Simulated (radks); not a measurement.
Q: Calculated with a radial shooting solver on a logarithmic mesh with Libxc functionals: scalar-relativistic Kohn-Sham, LDA (Slater exchange, VWN5 correlation), spin-polarised, spherical densities, finite nucleus; Fermi nuclear charge, rms radius of each element as measured or else 0.836 A^(1/3) + 0.57 fm. Response by self-consistent Sternheimer equations with the Hartree and adiabatic LDA kernel, the relativistic mass of each level held fixed and spin-orbit coupling left out. Rank Sr8+, Zn, Ga+, As3+, Rb7+, Kr6+, Ge2+, Br5+, Se4+ (NIST ground configurations) by static dipole polarisability, largest first.

A: Zn 36.15, Ga+ 16.70, Ge2+ 9.851, As3+ 6.521, Se4+ 4.624, Br5+ 3.434, Kr6+ 2.637, Rb7+ 2.077, Sr8+ 1.670 bohr^3.
